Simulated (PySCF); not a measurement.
Vertical excitations of a molecule Cl₂H₄OSi₂ from TDA-ωB97X/def2-SVPD (PySCF), as energy in eV (oscillator strength): 7.52 (0.100), 7.66 (0.048), 8.11 (0.303), 8.22 (0.034), 8.39 (0.000), 8.49 (0.022), 8.53 (0.027), 8.58 (0.014), 8.83 (0.045), 8.83 (0.004). Lowest triplet (TDA): 6.52 eV. Coordinates come from a r2SCAN-D4/def2-SVP optimisation. One conformer was computed; it need not be the lowest.

Q: Which molecule gave these data?
(A) O[Si]([SiH3])(Cl)Cl
(B) Cl[SiH2]O[SiH2]Cl
(C) [SiH3]O[SiH](Cl)Cl
(D) O[Si@@H](Cl)[SiH2]Cl

A: A, O[Si]([SiH3])(Cl)Cl
